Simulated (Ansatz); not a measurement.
C2H4N (SMILES [CH2]N=C) moved off its minimum; all values from Ansatz (a program for electronic structure), cores frozen in correlated methods. Open shells are unrestricted.
(charge 0, multiplicity 2)
```xyz
7

C      1.11030    -0.28280    -0.25316
N      0.03873     0.57243    -0.14003
C     -1.02821    -0.10860     0.30584
H      1.17378    -1.30438     0.13186
H      2.17268     0.25022    -0.48011
H     -2.06001     0.68799     0.30751
H     -1.13475    -1.14194     0.65308
```

Question: Give the forces (eV/Å), the total energy and the dipole at CCSD(T)/aug-cc-pVDZ.

Answer: 
```tsv
atom	Fx	Fy	Fz
C1	3.225	2.933	-0.352
N2	0.568	-2.764	0.171
C3	-3.967	4.544	-0.272
H4	-0.426	-0.345	-0.018
H5	-2.456	-1.313	0.293
H6	2.737	-2.831	0.264
H7	0.319	-0.223	-0.085
```
Energy -132.9138 hartree, dipole 1.86 D.

Doubts at one or more of the structures used: a spin-contaminated determinant (CCSD(T)/aug-cc-pVDZ).
